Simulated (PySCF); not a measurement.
C₉H₁₆P (charge +1).
SMILES with atom numbers: `[CH2:1]=[CH:2][P@@+:3]([CH3:4])(/[CH:5]=[CH:6]\[CH3:7])[CH:8]1[CH2:9][CH2:10]1`

Cartesian coordinates in Å at the PBE0-D3(BJ)/def2-SVP level; atoms count from 1:
```
atom  x, y, z in Å
C1    -0.2025   -2.7955   -0.5956
C2    -0.6714   -1.5911   -0.9293
P3    -0.5864   -0.1598    0.1475
C4    -2.2485    0.1774    0.7612
C5     0.4357   -0.4613    1.5819
C6     1.7557   -0.7142    1.5678
C7     2.6648   -0.8273    0.4008
C8    -0.0078    1.2296   -0.8238
C9    -0.2578    2.6518   -0.3900
C10   -0.9643    2.1166   -1.5862
H11    0.2902   -2.9815    0.3640
H12   -0.2990   -3.6427   -1.2809
H13   -1.1640   -1.4140   -1.8929
H14   -2.5484   -0.6556    1.4132
H15   -2.9563    0.2423   -0.0764
H16   -2.2651    1.1133    1.3383
H17   -0.0937   -0.4017    2.5383
H18    2.2294   -0.8484    2.5487
H19    3.4071   -0.0118    0.4301
H20    2.1521   -0.8047   -0.5698
H21    3.2452   -1.7617    0.4627
H22    0.9557    1.0192   -1.2989
H23   -0.8415    2.8323    0.5170
H24    0.5680    3.3529   -0.5302
H25   -0.6403    2.4337   -2.5802
H26   -2.0387    1.9307   -1.5080
```

Definitions: NICS(0) = −σiso at the ring centroid; NICS(1) = −σiso and NICS(1)zz = −σzz at ±1 Å along the ring normal z. Level: GIAO HF/pcSseg-1 (PySCF, non-relativistic, gas phase) on the PBE0-D3(BJ)/def2-SVP geometry, one conformer.

Ring bond lengths (Å): C8–C9 1.508, C9–C10 1.489, C10–C8 1.511.

Question: What do the NICS probes read (ppm)?

Answer: 
```tsv
ring	type	NICS(0)	NICS(1), two faces	NICS(1)zz, two faces	rms pucker (Å)	centre to ring atoms, mean (Å)
C8–C9–C10	3-membered carbocycle; formal bonds all single	-44.0	-10.1 / -8.7	-25.6 / -24.2	0.00	0.87
```

Question: What do they say, and how far can they be read as aromaticity?

Answer: 
- C8–C9–C10: mean NICS(1)zz -24.9 ppm, shielded. C8, C9, C10 have four or more neighbours; no verdict on aromaticity is drawn. A hydrogen on C8, outside the ring, lies only 1.45 Å from a NICS(1) probe, which then mostly feels that atom. NICS(0) lies 35 ppm below the mean NICS(1).

Question: What field does 1 T along the ring normal induce along that normal at the second NICS(1) probe listed for ring C8–C9–C10, 1 Å off the ring?

Answer: NICSzz × B0 = -24.2 ppm × 1 T = -24 μT, against the applied field.

Question: How do the values depend on the level or the medium?

Answer: 
```json
{"level": "HF/pcSseg-1, gas", "NICS(0), C8–C9–C10": "-44.0", "mean NICS(1)zz, C8–C9–C10": "-24.9"}
{"level": "PBE0/pcSseg-1, gas", "NICS(0), C8–C9–C10": "-44.0", "mean NICS(1)zz, C8–C9–C10": "-23.9"}
{"level": "PBE0/pcSseg-1, IEF-PCM dichloromethane", "NICS(0), C8–C9–C10": "-44.1", "mean NICS(1)zz, C8–C9–C10": "-23.9"}
{"level": "PBE0/pcSseg-1, IEF-PCM tetrahydrofuran", "NICS(0), C8–C9–C10": "-44.1", "mean NICS(1)zz, C8–C9–C10": "-23.9"}
```

The geometry is the same throughout; the continuum's cavity takes Bondi-type radii × 1.2.

Time: 32 s; peak memory 1.2 GiB. Hardware: one thread, Intel Xeon Platinum 8488C (x86_64), no GPU (shared host). This is the whole shielding run at HF/pcSseg-1, SCF included.
